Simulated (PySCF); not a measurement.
Two species compared at the same levels of theory.

First species: o-toluoyl chloride, C8H7ClO.
SMILES: `Cc1ccccc1C(=O)Cl`

Second species: C₅H₁₂ClFSi.
Cartesian coordinates in Å at the GFN2-xTB level; atoms count from 1:
```xyz
20
C5H12ClFSi angstrom
C     -3.125    0.271   -0.444
C     -1.709    0.313    0.116
C     -0.878   -0.870   -0.372
C      0.513   -0.915    0.243
F      0.396   -1.126    1.618
Si     1.594    0.660    0.002
C      3.365    0.175    0.527
Cl     4.436    1.579    0.267
H     -3.107    0.300   -1.532
H     -3.631   -0.641   -0.135
H     -3.703    1.120   -0.087
H     -1.225    1.244   -0.187
H     -1.746    0.293    1.206
H     -1.404   -1.796   -0.127
H     -0.763   -0.824   -1.457
H      1.035   -1.808   -0.127
H      1.139    1.736    0.879
H      1.585    1.025   -1.416
H      3.784   -0.643   -0.055
H      3.438   -0.080    1.582
```

Levels: PBE0/pcSseg-1 for dipole moment, HOMO energy, LUMO energy and HOMO–LUMO gap; GFN2-xTB for rotational constant A and rotational constant C. Geometries: GFN2-xTB. Each species is one conformer at its optimised geometry, gas phase, non-relativistic unless stated. Electronic properties by PySCF.

Dipoles, sizes and rotational constants follow the conformer. The torsions of the flexible species, by atom-mapped SMILES:
- `[CH3:1][c:2]1[cH:3][cH:4][cH:5][cH:6][c:7]1[C:8](=[O:9])[Cl:10]`: C6–C7–C8–O9 -167°
- `[CH3:1][CH2:2][CH2:3][C@H:4]([F:5])[SiH2:6][CH2:7][Cl:8]`: C1–C2–C3–C4 -176°, C2–C3–C4–F5 65°, C3–C4–Si6–C7 -168°, C4–Si6–C7–Cl8 178°

Values for the first species:

- Dipole moment: 3.85 D
- HOMO energy: -7.71 eV
- LUMO energy: -2.14 eV
- HOMO–LUMO gap: 5.57 eV
- Rotational constant A: 1.926 GHz
- Rotational constant C: 0.632 GHz

Question: Estimate the same properties for the second species, and the change in each.

Answer: 
| property | first | second | second less first |
| --- | --- | --- | --- |
| dipole moment | 3.85 D | 2.41 D | -1.44 D |
| HOMO energy | -7.71 eV | -7.90 eV | -0.19 eV |
| LUMO energy | -2.14 eV | 0.41 eV | +2.55 eV |
| HOMO–LUMO gap | 5.57 eV | 8.31 eV | +2.74 eV |
| rotational constant A | 1.926 GHz | 3.249 GHz | +1.323 GHz |
| rotational constant C | 0.632 GHz | 0.457 GHz | -0.175 GHz |

On the first: The dipole matches unit charges of opposite sign 0.80 Å apart (1 e·Å = 4.8032 D).

On the second: The dipole equals about 8.0 × 10⁻³⁰ C·m (1 D = 3.33564 × 10⁻³⁰ C·m).
